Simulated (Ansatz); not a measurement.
Stepwise reaction of `[NH2][Sn]([NH2])([NH2])[F]` with hydrogen fluoride, as a gas-phase model of exchange steps in deposition or etching. ΔE in kJ/mol.

Computed with Ansatz on PBE0-D4/def2-TZVP structures; ΔE is electronic, products minus reactants. CCSD(T)/CBS is the MP2 limit (def2-TZVPP, def2-QZVPP) plus CCSD(T) − MP2 in def2-TZVPP, frozen cores. This one scheme is used for every species. Functionals use def2-TZVPP. B3LYP here is the variant with VWN-RPA as its local correlation; programs differ in this. Elements past krypton have def2 core potentials. For Sn outer-core shells are correlated without core-valence functions, which leaves a few kJ/mol of doubt a bond. Each species was taken in one conformer, which may not be the lowest.

| step | reaction | PBE-D4 | B3LYP-D4 | ωB97M-V | CCSD(T)/CBS |
| --- | --- | --- | --- | --- | --- |
| 1 | `[NH2][Sn]([NH2])([NH2])[F]` + H–F → `[NH2][Sn]([NH2])([F])[F]` + NH₃ | -57.0 | -59.6 | -57.7 | -51.6 |
| 2 | `[NH2][Sn]([NH2])([F])[F]` + H–F → `[NH2][Sn]([F])([F])[F]` + NH₃ | -37.7 | -38.8 | -37.7 | -32.3 |
| 3 | `[NH2][Sn]([F])([F])[F]` + H–F → `[F][Sn]([F])([F])[F]` + NH₃ | -23.7 | -24.0 | -23.9 | -18.4 |

**Question.** By hand: ΔE of the 3 steps together at CCSD(T)/CBS.

**Answer.** (-51.6) + (-32.3) + (-18.4) = -102.3 kJ/mol, or -34.1 kJ/mol a step.

In ΔE each step is higher than the one before. All are downhill at CCSD(T)/CBS. PBE-D4 differs from CCSD(T)/CBS by -5.4 to -5.3 kJ/mol a step. Isolated molecules leave out the surface, adducts and barriers. Largest T1 diagnostic: 0.015.
